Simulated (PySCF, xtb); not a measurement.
C2H8AlNO, SMILES [Al]([NH2])([OH])[CH2]C. The values are those of a single conformer.

Harmonic wavenumbers (cm⁻¹) from GFN2-xTB (xtb) at its own minimum, in rising order: 28, 100, 156, 164, 224, 239, 266, 348, 357, 433, 463, 541, 592, 765, 910, 924, 984, 1050, 1219, 1229, 1408, 1471, 1485, 1501, 1504, 2899, 2927, 2979, 3013, 3022, 3427, 3463, 3781.

Question: What does PBE0-D3(BJ)/def2-SVP (PySCF) give at its own minimum? (Estimate from the structure and the level; the computed values follow.)

Answer: 25, 107, 163, 206, 260, 276, 312, 363, 403, 519, 562, 609, 651, 818, 900, 933, 963, 1051, 1224, 1243, 1393, 1426, 1473, 1479, 1531, 3035, 3041, 3087, 3121, 3141, 3618, 3709, 4001. Paired by order, the mean absolute difference is 62 cm⁻¹ and the zero-point energies are 62.7 and 65.3 kcal/mol.
